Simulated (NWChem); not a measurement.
System: CH5ClFNSi; SMILES C[Si](N)(F)Cl

```xyz
10

C      1.6298     1.0858     0.4567
Si    -0.0049     0.3025     0.0402
N     -1.2292     0.7555     1.1448
F     -0.3549     0.6659    -1.4978
Cl     0.1026    -1.7679     0.1019
H      1.9670     0.7748     1.4502
H      1.5483     2.1795     0.4482
H      2.3945     0.8029    -0.2738
H     -2.0936     0.2300     1.1962
H     -1.3736     1.7330     1.3697
```
Atoms are numbered in this order, from 1.

Program: NWChem. Structure relaxed at the B3LYP/6-31G* (spherical d) level. Static field.

Task: Among these, which level gives the highest value of “isotropic polarisability (bohr³)”?
(A) PBE/def2-SVPD
(B) Hartree-Fock/def2-SVPD
(C) B3LYP/def2-SVPD

Result: A, PBE/def2-SVPD. Values: Hartree-Fock/def2-SVPD 53.1; B3LYP/def2-SVPD 59.0; PBE/def2-SVPD 61.3
